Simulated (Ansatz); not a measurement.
Species: C2H10N2Si, net charge 0, singlet state. 
Coordinates optimised at B3LYP-D3(BJ)/def2-TZVP (Ansatz, a program for electronic structure):
SMILES: C[Si](C)(N)N
```xyz
15

C      0.9644    -0.8531     1.3406
Si     0.0073    -0.0002    -0.0291
C     -1.4796     0.8638     0.7210
N     -0.3374    -1.2341    -1.1815
N      0.8565     1.2233    -0.8959
H      0.3760    -1.6464     1.8103
H      1.8852    -1.2996     0.9591
H      1.2363    -0.1407     2.1230
H     -2.0893     0.1585     1.2903
H     -1.1793     1.6631     1.4044
H     -2.1116     1.3043    -0.0532
H     -0.8128    -1.0211    -2.0439
H     -0.4923    -2.1875    -0.8972
H      1.6812     1.0030    -1.4312
H      0.8618     2.1798    -0.5815
```

Wanted: vertical ionisation energy (to the doublet state of charge +1; each state is the SCF solution reached for its spin; for the doublet T1 is 0.056), in eV. Correlated levels leave the core frozen unless marked. Open shells are spin-unrestricted. Spin-orbit coupling is left out. No relativistic terms. CBS marks a two-point X^-3 extrapolation of the correlation energy; Hartree-Fock from the larger set.

| level | program | vertical ionisation energy (eV) |
|---|---|---|
| HF/aug-cc-pV(D+d)Z | Ansatz | 8.11 |
| SVWN5/def2-TZVPD | Ansatz | 8.53 |
| B3LYP/def2-TZVPD | Ansatz | 8.78 |
| B2PLYP/def2-TZVPD | Ansatz | 9.17 |
| RI-MP2/CBS(aug-cc-pV(T+d)Z,aug-cc-pV(Q+d)Z) | Ansatz | 9.82 |
| SCS-MP2/aug-cc-pV(D+d)Z | Ansatz | 9.47 |
